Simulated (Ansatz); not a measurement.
Ideal-gas functions of `[F][Ga-]([F])([F])[SeH2+]` at 800 K and 1 bar, from an Ansatz frequency run at PBE0-D4/def2-TZVP.

Molar mass 207.69 g/mol, point group Cs (symmetry number 1), electronic degeneracy 1, moments of inertia 174.406, 455.698, 457.526 u Å². Harmonic wavenumbers (cm⁻¹, unscaled): 44, 81, 82, 154, 181, 181, 217, 446, 490, 635, 702, 708, 1051, 2446, 2457.

Use S(trans) = R[1.5 ln M + 2.5 ln T − 1.1517]; rotational temperatures θ = 24.2544 K / I; S(rot) = R[ln(√π/σ · √(T³/θAθBθC)) + 1.5]; for each mode x = 1.438777 ν̃/T, S = R[x/(eˣ − 1) − ln(1 − e⁻ˣ)] and H = RT x/(eˣ − 1); 1 cm⁻¹ = 0.0119627 kJ/mol; R = 8.31446 J/(mol·K).

Problem. By hand: the entropy, in J/(mol·K).

Solution. Translation 195.9. Rotation: θ = 0.1391, 0.0532, 0.053 K, giving 133.2. Vibration, mode by mode: 29.41, 24.34, 24.24, 19.02, 17.68, 17.68, 16.19, 10.37, 9.63, 7.65, 6.91, 6.85, 4.16, 0.56, 0.55, in all 195.2. Electronic 0.0. Sum 524.3 J/(mol·K).

Problem. By hand: H − E and G − E in kJ/mol, counted from the electronic energy.

Solution. Zero-point energy ½ × 9875 × 0.0119627 = 59.1; thermal vibration 62.8; translation, rotation and pV give 4 RT = 26.6. H − E = 148.5 kJ/mol, and G − E = 148.5 − 800 × 524.3/1000 = -270.9 kJ/mol.

Vibration gives 37 % of the entropy, 78.0 J/(mol·K) of it from the modes under 150 cm⁻¹: soft modes count most, and the harmonic formula is weakest for them. The sum counts one conformer and one mirror image; others add a mixing term.
